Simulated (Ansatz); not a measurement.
Basis sets compared for Li₂F₂⁺. Total charge 1; doublet. Geometry PBE0-D4/def2-TZVP. Ansatz on 4 threads of Arm Neoverse V2 on a shared host; times are rough, and most runs start from earlier orbitals.

```xyz
4

Li    1.0720   -0.7440   -0.8697
Li   -1.0722    0.7437    0.8697
F    -0.4365   -0.8415    0.1814
F     0.4367    0.8417   -0.1814
```

In the doublet, F3 and F4 lie 1.93 Å apart (atoms count from 1), so these atoms are partly bonded to each other. The structure comes from a short search, and lower isomers may exist.

```
           level  functions  energy (Eh)  HOMO (eV)  LUMO (eV)  wall time
       HF/STO-3G         20    -210.6860     -15.64      -2.50      0.1 s
        HF/6-31G         36    -213.6131     -18.11      -4.97      0.1 s
 PBE-D4/def2-SVP         46    -214.1758     -13.71     -11.99     0.35 s
PBE0-D4/def2-SVP         46    -214.1748     -16.00     -10.53     0.45 s
```

Question: Estimate the rows for PBE-D4/def2-TZVP (with forces), PBE0-D4/def2-TZVP.

Answer: 
```
                         level  functions  energy (Eh)  HOMO (eV)  LUMO (eV)  wall time
PBE-D4/def2-TZVP (with forces)         90    -214.4274     -14.08     -12.27      0.6 s
             PBE0-D4/def2-TZVP         90    -214.4235     -16.27     -10.75     0.55 s
```
